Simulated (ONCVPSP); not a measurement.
**Before and after: ONCV potential for Ca**

```
Element                 : calcium
Generator               : ONCVPSP 4.0.1
Type                    : optimised norm-conserving Vanderbilt (ONCV)
Functional              : PBE
Relativity              : scalar-relativistic
Frozen core             : [Ne]
Valence charge          : 10
Reference configuration : 3s2 3p6 (charge +2)
Partial waves           : 3s: rc 1.85 bohr, ncon 4, nbas 8, qcut 7.5 1/bohr, 2 projectors, debl 2.8 Ha; 3p: rc 1.15 bohr, ncon 5, nbas 8, qcut 8.4 1/bohr, 2 projectors, debl 3.3 Ha; d scattering state at 0.16 Ha: rc 1.55 bohr, ncon 4, nbas 8, qcut 5.7 1/bohr, 3 projectors, debl 1 Ha
Local potential         : polynomial inside 1.05 bohr (lpopt 5, dvloc0 0 Ha)
Core correction         : Teter function, fcfact 5.5, rcfact 1.25
```

In the d channel the program set the typed energies aside and used 0.050, 1.050, 2.050 Ha.

All-electron outer shells of the reference configuration (PBE, scalar-relativistic, ld1.x):

```
shell  level (eV)  outermost node (bohr)  outermost maximum (bohr)
   3p      -43.06                   0.42                      1.04
```

Change: reference 3s2 3p6 3d1 4s1; waves 3s+4s: rc 1.85 bohr, ncon 4, nbas 8, qcut 7.5 1/bohr, 2 projectors; 3d: rc 1.15 bohr, ncon 4, nbas 8, qcut 7.7 1/bohr, 3 projectors, debl 1 Ha.

Cutoffs: the cutoffs (Ha) at which the residual kinetic energy of the hardest occupied pseudo-wave falls to 1 and 0.1 mHa per electron; they do not see the model core or the augmentation charge, which bear on the density cutoff. Errors are all-electron minus pseudo energies relative to the spin-unpolarised reference configuration.

Problem. What does the change do?

Solution. The potential gets harder (28 Ha and 40 Ha → 93 Ha and 240 Ha); both files keep a bound ghost (d); the number of tests with a reliable result goes from 4 to 0.

```tsv
quantity	base	changed
cutoff, loose	28 Ha	93 Ha
cutoff, tight	40 Ha	240 Ha
bound ghosts	d	d
GHOST(+) flags under 300 eV	none	none
tests with a reliable result	4 of 4	0 of 4
s: phases at 1.88 bohr within 0.05 rad from the reference energy up to (Ha; the scan ends near 5)	to the end of the scan	to the end of the scan
p: phases at 1.17 bohr within 0.05 rad from the reference energy up to (Ha; the scan ends near 5)	to the end of the scan	to the end of the scan
rms error of d²Exc/dni dnj with the model core, mHa	1.27	0.68
```

Base: The cutoffs count occupied waves only; projector 1 of the d channel, the hardest unoccupied one, needs 85 Ha at the loose tolerance. A true bound ghost makes a file unfit for plane-wave use even where its test errors are small: the radial tests pick states by their node count and pass the ghost by.
